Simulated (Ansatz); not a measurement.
`[OH][GeH2][TeH]` + `C/C=N/C` → `C/C=N\C[TeH]` + `[OH][GeH3]`  (formal exchange of groups at a Te–Ge bond)

Isolated molecules relaxed with PBE0-D4/def2-TZVP in Ansatz; ΔE leaves out vibrations. CBS: MP2 limit from def2 TZ/QZ plus the TZ coupled-cluster correction, frozen cores. Double bonds are as drawn, so ΔE can hold a change between cis and trans. DFT in def2-TZVPP. B3LYP here is the variant with VWN-RPA as its local correlation; programs differ in this. def2 core potentials past Kr. For Ge, Te outer-core shells are correlated without core-valence functions, which leaves a few kJ/mol of doubt a bond. Scalar relativity is left out up to krypton. Each species was taken in one conformer, which may not be the lowest.

`[OH][GeH2][TeH]`:

Z-matrix (Å, degrees):
```
Ge
Te 1 2.559
O 1 1.779 2 111.2
H 1 1.539 2 108.1 3 121.5
H 1 1.531 2 110.0 3 -114.7
H 2 1.657 1 90.8 3 -100.3
H 3 0.960 1 112.2 2 43.5
```

`C/C=N/C`:

Z-matrix (Å, degrees):
```
C
C 1 1.488
H 1 1.095 2 110.4
H 1 1.095 2 110.4 3 117.8
H 1 1.089 2 110.4 3 -121.1
N 2 1.259 1 122.5 3 121.5
H 2 1.103 1 116.5 3 -58.4
C 6 1.438 2 118.1 1 180.0
H 8 1.100 6 113.7 2 0.2
H 8 1.094 6 109.3 2 -121.6
H 8 1.093 6 109.3 2 122.0
```

`C/C=N\C[TeH]`:

Z-matrix (Å, degrees):
```
C
C 1 1.495
H 1 1.094 2 111.6
H 1 1.089 2 111.2 3 121.2
H 1 1.096 2 109.9 3 -118.6
N 2 1.268 1 127.3 3 55.6
H 2 1.091 1 117.1 3 -126.0
C 6 1.425 2 119.8 1 -2.1
Te 8 2.173 6 112.4 2 86.8
H 8 1.087 6 110.1 2 -156.3
H 8 1.097 6 115.5 2 -32.0
H 9 1.656 8 92.0 6 58.5
```

`[OH][GeH3]`:

Cartesian coordinates in Å:
```
O 1.010 0.525 0.766
Ge -0.214 -0.094 -0.373
H 0.798 0.326 1.680
H 0.307 0.324 -1.751
H -1.583 0.544 -0.071
H -0.318 -1.626 -0.251
```

```tsv
level	ΔE (kJ/mol)	difference from CCSD(T)/CBS
r2SCAN-D4	120.6	7.3
PBE0-D4	121.5	8.2
ωB97M-V	118.4	5.1
B2PLYP	120.6	7.3
PBE	122.3	9.0
B3LYP	125.1	11.8
HF/def2-TZVPP	134.9	21.6
SCS-MP2/def2-TZVPP	112.6	-0.7
MP2/def2-QZVPP	112.6	-0.7
HF/CBS(def2)	134.1	20.8
CCSD(T)/CBS	113.3	0
```

Largest T1 diagnostic among the species: 0.012.

The D4 term adds −8.2 kJ/mol with B3LYP and −4.3 kJ/mol with PBE0; it sums over pairs of atoms, weighted by their polarisabilities, and B3LYP, whose exchange is more repulsive, gets the larger term. From PBE to PBE0 (25 % exact exchange), in def2-TZVPP and without D4, ΔE moves by +3.5 kJ/mol.
